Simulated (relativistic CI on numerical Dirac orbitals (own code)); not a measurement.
## What each ingredient does to the levels of Bi

Base calculation: Dirac-Coulomb-Breit CI, orbitals from a KLI potential per configuration, a model potential for QED, valence Slater integrals scaled by 0.85, P86 correlation energy added to each configuration.

Configuration list (outside the closed core [Xe] 4f14 5d10): 6s²6p³, 6s²6p²7s, 6s²6p²7p, 6s²6p²6d, 6s²6p²8s, 6s²6p²7d, 6s6p⁴, 6s²6p²8p, 6s²6p²5f, 6s²6p6d², 6s²6p²9s, 6s²6p²9p, 6s²6p²8d, 6s²6p²6f, 6s²6p²5g, 6s²6p²9d. Levels of other configurations are missing.

The lowest level and the first level of each name with at least 55 % of one term (blank where a level has no safe partner in the second run):

```csv
Level,Base (cm⁻¹),Shift (cm⁻¹)
6s²6p³ ⁴S°3/2,0.0,0.0
6s²6p³ ²D°3/2,11999.3,-4.4
6s²6p³ ²D°5/2,16525.7,+7.0
6s²6p³ ²P°1/2,22587.9,-48.0
6s²6p²7s ⁴P1/2,33424.5,-3975.2
6s²6p³ ²P°3/2,34744.6,-53.2
6s²6p²7s ⁴P3/2,45683.4,-3978.4
6s²6p²7s ²P1/2,46875.2,-3493.3
6s²6p²9s ⁴P1/2,53397.6,-6358.4
6s²6p²7p ⁴D°5/2,55739.3,-4945.7
6s²6p²7p ²D°3/2,56258.9,
6s²6p²6d ⁴D1/2,58288.9,-4848.2
```

For a near-neutral ion this model can misplace configurations by up to about 10,000 cm⁻¹ (more where the count of f electrons changes) and terms by 10 to 25 % of their spread. Rates follow the energies as ν³ (E1, M1) or ν⁵ (E2), so they and the lifetimes can be off by large factors. The fine structure of a lone outer electron comes out too small, for d and f at times inverted, and misplaced configurations move strength between like terms. 12 of the 16 excited levels that our extract of the measured tables holds in this range could be paired (the sources list more); they are missed by 1063 cm⁻¹ on average and 1580 at most, and levels without a partner can miss by more.

**Question.** One thing was changed in a second run, which moved the levels as shown. Which?
A. valence Slater integrals scaled by 0.75
B. no correlation estimate
C. configuration mixing switched off
D. Breit term removed
E. QED terms removed

**Answer.** B. No correlation estimate. A correlation estimate moves all levels of a configuration together before mixing; mixed levels move by a weighted share.

LS names give the leading component of a level, which can be under half, so a name can repeat, a term be missing and a line seem to break the LS rules.
